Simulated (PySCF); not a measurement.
## 1,2-Dihydro-1,2-Azaborine: full NMR table

```yaml
Formula: C4H6BN
SMILES: B1C=CC=CN1
InChI: InChI=1S/C4H6BN/c1-2-4-6-5-3-1/h1-6H
Point_group_of_the_computed_structure: Cs
Carbon_signals: 4
Proton_signals: 6
```

Mapped SMILES: `[BH:1]1[CH:2]=[CH:3][CH:4]=[CH:5][NH:6]1`. Each H is labelled by its parent atom.

[PySCF 2.14: GIAO B97-2/pcSseg-2 shieldings; structure optimised with PBE0-D3(BJ)/def2-TZVP; a single conformation; in vacuum; relativity neglected]

References, each an isolated molecule treated in the same way: $^{1}$H (σref 31.64) and $^{13}$C (σref 185.38) vs TMS; BF3·OEt2 for $^{11}$B (σref 99.77); NH3 for $^{15}$N (σref 261.75).

| carbon | δC, type | δH (multiplicity) | HMBC from (2–3 bonds) | span of the C tensor (ppm) |
| --- | --- | --- | --- | --- |
| C2 | 138.6, CH | 7.37 (m) | H(C3), H(C4), H(B1) | 271 |
| C3 | 151.7, CH | 8.06 (m) | H(C5), H(C2), H(C4), H(B1) | 264 |
| C4 | 117.3, CH | 6.64 (m) | H(C3), H(C5), H(C2) | 207 |
| C5 | 140.4, CH | 7.49 (d) | H(C3), H(C4), H(B1) | 205 |

Other nuclei:
| atoms | nucleus | environment | δ (ppm) | σ (ppm) |
| --- | --- | --- | --- | --- |
| H(N6) | $^{1}$H | hydrogen on an enamine nitrogen | 8.12 | 23.51 |
| H(B1) | $^{1}$H | hydrogen on a boron bonded to C, N, in a 6-membered ring | 5.35 | 26.28 |
| B1 | $^{11}$B | boron bonded to C, N, H, in a 6-membered ring | 28.1 | 71.7 |
| N6 | $^{15}$N | enamine nitrogen | 178.9 | 82.9 |

- δC 151.7, 138.6: alkene CH; as expected for a trigonal carbon in a double bond.
- δC 140.4: alkene carbon bearing nitrogen; an sp2 carbon further deshielded by the attached heteroatom.
- δC 117.3: β carbon of an enol-ether or enamine type C=C.
- δH 7.49: hydrogen on an alkene carbon bearing nitrogen; a vinylic proton, deshielded by the sp2 carbon and the C=C anisotropy.
- δH 6.64: hydrogen on a β carbon of an enol-ether or enamine type C=C; attached to an sp2 carbon and in the plane of the double bond.

OH/NH shifts are gas-phase values; hydrogen bonding in solution moves them, usually downfield. Hydrogens on boron are broadened and split by $^{11}$B (spin 3/2, 80 %) and 10B (spin 3). A carbon bonded to boron is broadened by the quadrupolar boron nucleus and is often missing from a measured spectrum. Shifts are as computed. Against solution values, carbons near 30 ppm lie about +3 ppm off and those near 130 ppm about +7 ppm. Of 1211 compounds with measured shifts, 218 miss one by over three times the rms of a fit or turn the order of signals round; such compounds aren't used in these exercises. Experimental scales use liquid or dissolved standards, which lie at an offset from isolated NH3 (liquid NH3: subtract about 20 ppm). Unscaled 15N shifts of sp2 nitrogen come out 20 to 40 ppm too high even then. No couplings were computed; multiplicities are counted from neighbouring protons, with m where these are inequivalent, close in shift, in a saturated or five-membered ring or joined by F or P, and br s for small geminal =CH2 splittings.
